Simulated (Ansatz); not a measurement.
```yaml
crystal:
  periodic: [false, false, false]
  atoms:
    - {symbol: Li, position_ang: [1.331723, 0.335402, 0.663496]}
    - {symbol: Li, position_ang: [-1.023920, 1.077481, 0.341813]}
    - {symbol: Li, position_ang: [-0.494736, -1.350658, 0.507109]}
    - {symbol: Li, position_ang: [0.186938, -0.062213, -1.512419]}
    - {symbol: H, position_ang: [0.533024, 1.455191, -0.546354]}
    - {symbol: H, position_ang: [-0.201404, 0.067025, 1.629468]}
    - {symbol: H, position_ang: [1.103168, -1.160858, -0.368278]}
    - {symbol: H, position_ang: [-1.434804, -0.361360, -0.714845]}
basis:
  gaussian: {orbitals: def2-SVPD, fitting: {mean_field: def2-universal-jkfit}, nuclear_model: gaussian}
hamiltonian: {xc: {name: TPSS}, dispersion: rvv10}
scf: {lower_state_search: light}
output: {forces: true}
```

```sh
$ ansatz run in.yaml --threads 2 --pin off --events-out ev --progress --plain --max-ram 4352MiB
```

It prints (some lines left out):

```
Error: YAML parse error: error: line 14 column 19: hamiltonian.xc: no functional is named "TPSS"; the names, which are not case-sensitive, are SVWN5, SPW92, PBE, PBE0, PBEsol, revPBE, revPBE0, RPBE, rPW86-PBE, HSE06, wPBEh, LC-wPBE, HISS, HF, BLYP, B3LYP, B3LYP5, BHLYP, CAM-B3LYP, r2SCAN, r2SCANh, r2SCAN0, r2SCAN50, m-r2SCAN, B97, wB97, wB97X, wB97X-V, B97M-V, wB97M-V, B2PLYP, B2GP-PLYP, PBE0-DH, PBE-QIDH
12 | basis:
13 |   gaussian: {orbitals: def2-SVPD, fitting: {mean_field: def2-universal-jkfit}, nucl…
14 | hamiltonian: {xc: {name: TPSS}, dispersion: rvv10}
15 | scf: {lower_state_search: light}
16 | output: {forces: true}
```

What is wrong with this run?

The method's name isn't one that the program takes here. The input was rejected before any iteration.
